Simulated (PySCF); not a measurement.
Al(F)(Cl)(vinyl) (C2H3AlClF), SMILES [CH](=C)[Al]([F])[Cl]. The structure is a stationary point at PBE0-D3(BJ)/def2-SVP. The structure was generated by enumeration; whether it is a known compound was not checked. Other conformers were not sampled.

Method: PySCF with PBE0-D3(BJ)/def2-SVP.

Harmonic wavenumbers (cm⁻¹): 87, 104, 204, 227, 306, 476, 479, 700, 895, 993, 1019, 1055, 1263, 1418, 1662, 3129, 3163, 3225. Rotational constants (GHz): 3.395, 2.476, 1.432; symmetry number 1.

Q: Work out the zero-point energy and the ideal-gas rigid-rotor harmonic-oscillator thermochemistry at 298.15 K and 1 atm.

A: ZPE = ½ Σ hcν = ½ × 20406 cm⁻¹ = 29.17 kcal/mol. H − E(el) = 33.89 kcal/mol. Entropy in cal/(mol K): translation 39.96, rotation 27.68, vibration 14.69, total 82.33. G − E(el) = 9.35 kcal/mol. Cp = 22.46 cal/(mol K). Modes under 150 cm⁻¹ make the vibrational entropy uncertain.
